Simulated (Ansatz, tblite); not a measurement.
Forces on SiHMe3 (C₃H₁₀Si) at its PBE-D4/def2-SVP geometry. The state is a singlet with charge 0.

The xTB rows come from tblite.

GFN1-xTB (tblite), largest force 1.01 eV/Å:

```xyz
14
positions Å, forces eV/Å
Si    0.355   -0.086    0.336    0.724   -0.175    0.686
H     1.436   -0.347    1.360   -0.562    0.136   -0.532
C    -0.767   -1.609    0.235   -0.083   -0.168    0.024
H    -0.192   -2.512   -0.058   -0.414    0.241    0.121
H    -1.569   -1.458   -0.517    0.234   -0.259    0.337
H    -1.250   -1.817    1.212    0.088   -0.088   -0.479
C     1.173    0.238   -1.342    0.121    0.025   -0.142
H     1.845    1.120   -1.297   -0.221   -0.376   -0.231
H     0.407    0.433   -2.122    0.456   -0.050    0.154
H     1.777   -0.633   -1.669   -0.189    0.452   -0.056
C    -0.645    1.429    0.881   -0.070    0.151    0.089
H    -0.001    2.330    0.953   -0.431   -0.240    0.030
H    -1.113    1.265    1.873    0.094    0.264   -0.406
H    -1.455    1.647    0.154    0.253    0.086    0.404
```

GFN2-xTB (tblite), largest force 0.80 eV/Å:

```
Si 0.574 -0.139 0.544
H -0.360 0.087 -0.340
C -0.444 -0.563 -0.060
H -0.447 0.569 0.196
H 0.478 -0.199 0.507
H 0.290 0.085 -0.686
C 0.281 0.126 -0.650
H -0.438 -0.599 -0.100
H 0.573 -0.112 0.427
H -0.391 0.619 0.158
C -0.399 0.572 0.178
H -0.489 -0.566 -0.031
H 0.283 0.174 -0.671
H 0.490 -0.054 0.530
```

PBE0-D4/def2-TZVP (Ansatz), largest force 0.54 eV/Å:

```
Si -0.043 0.010 -0.040
H -0.223 0.054 -0.211
C -0.111 -0.150 -0.009
H -0.274 0.440 0.139
H 0.382 -0.074 0.359
H 0.237 0.105 -0.471
C 0.080 0.031 -0.164
H -0.327 -0.424 -0.016
H 0.366 -0.092 0.370
H -0.294 0.417 0.162
C -0.099 0.149 0.052
H -0.306 -0.439 -0.037
H 0.227 0.073 -0.480
H 0.386 -0.102 0.347
```
